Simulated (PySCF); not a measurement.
# How good is the calculation?

Geometry (Å), atoms numbered from 1 in this order:
```xyz
18

C     2.8004   -0.8178   -0.0796
C     2.1327    0.4975   -0.3982
O     0.7242    0.3294   -0.6019
P    -0.2837    0.3138    0.6410
O     0.3583    0.4680    1.9553
O    -1.1881   -1.0022    0.3506
C    -2.5380   -0.6634    0.0762
C    -2.4980    0.7747   -0.4402
O    -1.4369    1.3931    0.2677
H     2.5880   -1.5632   -0.8603
H     2.4416   -1.2020    0.8868
H     3.8907   -0.6844   -0.0118
H     2.5093    0.9262   -1.3381
H     2.2996    1.2263    0.4100
H    -3.1324   -0.7432    1.0021
H    -2.9393   -1.3663   -0.6671
H    -3.4275    1.3245   -0.2385
H    -2.2887    0.8066   -1.5235
```

The experiment to reproduce: δ ³¹P P4 16.8 ppm (measured; solution, DMSO-d6; supporting information or article, doi 10.1039/c3py00563a).
δ ³¹P P4 17.2 ppm (measured; solution, CDCl3; supporting information or article, doi 10.1039/d2sc02891c).

Theoretical values (PySCF): NMR shieldings at PBE0/pcSseg-1/GIAO, coordinates at the PBE0-D3(BJ)/def2-SVP level. One conformer, gas phase, non-relativistic Hamiltonian, fast rotation and ring inversion assumed for equivalent nuclei.

Question: Set the calculated values beside the experiment.

Answer: 
Reference values: measured (solution, DMSO-d6; supporting information or article, doi 10.1039/c3py00563a).
```
atoms             quantity  reference  computed  computed, scaled
   P4  δ ³¹P vs 85 % H3PO4       16.8      14.4              24.9
```

Reference values: measured (solution, CDCl3; supporting information or article, doi 10.1039/d2sc02891c).
```csv
atoms,quantity,reference,computed,"computed, scaled"
P4,δ ³¹P vs 85 % H3PO4,17.2,14.4,24.9
```

Computed shifts are σ(ref) − σ with the named reference compound (TMS for H and C) calculated as an isolated molecule at the same level. The measured values may be among those fitted. Shieldings were converted by a linear fit to measured shifts: ³¹P (scatter 18.7 ppm rms vs H3PO4, solution or neat liquid). Occasional misses reach two or three times the rms, and more in compound classes unlike the fitted ones.

Question: How far are the unscaled ³¹P shifts from the references?

Answer: Mean signed difference -2.60 ppm, mean absolute 2.60 ppm over 2 comparisons; the largest is -2.8 ppm at P4 (phosphorus bonded to 4 O, in a 5-membered ring).
